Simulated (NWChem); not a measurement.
## A calculation on N-methylmethanimine (C2H5N)

```xyz
8

C     -1.1018     0.3452     0.0000
N      0.0354    -0.5448     0.0000
C      1.1976    -0.0473     0.0000
H     -1.7294     0.1339    -0.8824
H     -1.7294     0.1339     0.8824
H     -0.8381     1.4237     0.0000
H      1.3987     1.0455     0.0000
H      2.0757    -0.7107     0.0000
```
Charge 0, spin multiplicity 1.

All runs are NWChem calculations. The geometry was optimised at B3LYP/def2-SVP, a minimum by its harmonic frequencies.

Symmetry labels belong to the abelian group Cs used in the runs, with the axes of the coordinates shown; states degenerate in a higher group split over its labels.

The Pople sets run with spherical d functions.

Question: List the lowest 6 singlet excitations that CIS/6-31+G* (spherical d) gives, with oscillator strengths.

Answer: 
| state | symmetry | energy (eV) | wavelength (nm) | f |
|---|---|---|---|---|
| 1 | a" | 5.61 | 221 | 0.002 |
| 2 | a' | 8.20 | 151 | 0.326 |
| 3 | a' | 8.72 | 142 | 0.088 |
| 4 | a" | 8.81 | 141 | 0.015 |
| 5 | a' | 9.27 | 134 | 0.192 |
| 6 | a' | 9.48 | 131 | 0.028 |
